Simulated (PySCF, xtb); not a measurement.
C2H6N2OSi, SMILES N[Si@@H]1COC=N1. Other conformers were not sampled.

Harmonic wavenumbers (cm⁻¹) from GFN2-xTB run with xtb 6.7.1 at its own minimum, in rising order: 119, 133, 202, 248, 442, 468, 536, 555, 654, 675, 731, 755, 833, 854, 901, 939, 964, 1120, 1160, 1236, 1278, 1465, 1516, 1641, 2350, 2975, 2994, 3025, 3465, 3516.

### Question
What does PBE-D3(BJ)/def2-SVP (PySCF 2.14.0) give at its own minimum? (Estimate from the structure and the level; the computed values follow.)

### Answer
122, 161, 263, 279, 418, 452, 474, 602, 644, 699, 746, 782, 831, 866, 905, 916, 944, 1063, 1158, 1207, 1309, 1390, 1497, 1640, 2193, 2993, 3050, 3052, 3487, 3582. Paired by order, the mean absolute difference is 32 cm⁻¹ and the zero-point energies are 54.0 and 53.9 kcal/mol.
